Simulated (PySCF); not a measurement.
Species: C7H9N.
Atom-mapped SMILES: `[CH3:1][CH2:2][c:3]1[cH:4][cH:5][cH:6][n:7][cH:8]1` (hydrogens: H9, H10, H11 on C1; H12, H13 on C2; H14 on C4; H15 on C5; H16 on C6; H17 on C8)

The same species was optimised twice, with GFN2-xTB and with PBE0-D3(BJ)/def2-SVP (PySCF), and the same property calculations (PySCF, gas phase) were run on both structures.

```tsv
coordinate	GFN2-xTB	PBE0-D3(BJ)/def2-SVP	change
C3–C8 (Å)	1.392	1.401	+0.009
N7–C8 (Å)	1.320	1.329	+0.009
C5–C6 (Å)	1.386	1.395	+0.009
C3–C4 (Å)	1.390	1.398	+0.008
C6–N7 (Å)	1.322	1.329	+0.007
C4–C5 (Å)	1.385	1.391	+0.006
C1–C2 (Å)	1.530	1.526	-0.004
C2–C3 (Å)	1.500	1.503	+0.003
C1–C2–C3 (°)	110.4	112.7	+2.3
C3–C8–N7 (°)	124.1	124.6	+0.5
C2–C3–C4 (°)	121.6	122.0	+0.4
C4–C3–C8 (°)	117.0	116.6	-0.4
C6–N7–C8 (°)	118.2	117.8	-0.4
C4–C5–C6 (°)	118.3	118.5	+0.2
C3–C4–C5 (°)	119.4	119.5	+0.1
C5–C6–N7 (°)	123.1	123.1	0.0
C1–C2–C3–C4 (°)	-89	-81	+8
```

Rotational constants: A = 4684, B = 1521, C = 1265 MHz (GFN2-xTB) against A = 4673, B = 1489, C = 1238 MHz (PBE0-D3(BJ)/def2-SVP). Point groups within 0.08 Å: C1 and C1.

On the GFN2-xTB structure: HOMO (eV) -7.24 [PBE0/pcSseg-1]; LUMO (eV) -0.67 [PBE0/pcSseg-1]; dipole (D) 2.48 [PBE0/pcSseg-1]; GIAO shielding of C1 (ppm) 164.4 [PBE0/pcSseg-1]; GIAO shielding of C2 (ppm) 154.9 [PBE0/pcSseg-1]; GIAO shielding of C3 (ppm) 41.4 [PBE0/pcSseg-1]; GIAO shielding of C4 (ppm) 46.0 [PBE0/pcSseg-1]; GIAO shielding of C5 (ppm) 58.7 [PBE0/pcSseg-1]; GIAO shielding of C6 (ppm) 33.8 [PBE0/pcSseg-1]; GIAO shielding of N7 (ppm) -95.3 [PBE0/pcSseg-1]; GIAO shielding of C8 (ppm) 31.5 [PBE0/pcSseg-1].

Q: What do these properties become on the PBE0-D3(BJ)/def2-SVP structure?

A: 
```tsv
property	level	on GFN2-xTB	on PBE0-D3(BJ)/def2-SVP	change
HOMO (eV)	PBE0/pcSseg-1	-7.24	-7.29	-0.05
LUMO (eV)	PBE0/pcSseg-1	-0.67	-0.74	-0.07
dipole (D)	PBE0/pcSseg-1	2.48	2.51	+0.03
energy, GFN2-xTB geometry as zero (kcal/mol)	PBE0/pcSseg-1	0.0	-0.5	-0.5
GIAO shielding of C1 (ppm)	PBE0/pcSseg-1	164.4	163.6	-0.8
GIAO shielding of C2 (ppm)	PBE0/pcSseg-1	154.9	154.2	-0.7
GIAO shielding of C3 (ppm)	PBE0/pcSseg-1	41.4	40.1	-1.3
GIAO shielding of C4 (ppm)	PBE0/pcSseg-1	46.0	43.7	-2.3
GIAO shielding of C5 (ppm)	PBE0/pcSseg-1	58.7	56.3	-2.4
GIAO shielding of C6 (ppm)	PBE0/pcSseg-1	33.8	30.9	-2.9
GIAO shielding of N7 (ppm)	PBE0/pcSseg-1	-95.3	-98.7	-3.4
GIAO shielding of C8 (ppm)	PBE0/pcSseg-1	31.5	28.6	-2.9
```

The heavy atoms differ by 0.053 Å rms after alignment. Among bonds between heavy atoms C3–C4, C3–C8, C5–C6 and N7–C8 change most and about equally (+0.008 to +0.009 Å). Changes are differences of the printed values. Neither structure is proved a minimum here.

Shape of the structure used: `[CH3:1][CH2:2][c:3]1[cH:4][cH:5][cH:6][n:7][cH:8]1`: C1–C2–C3–C4 -81°.
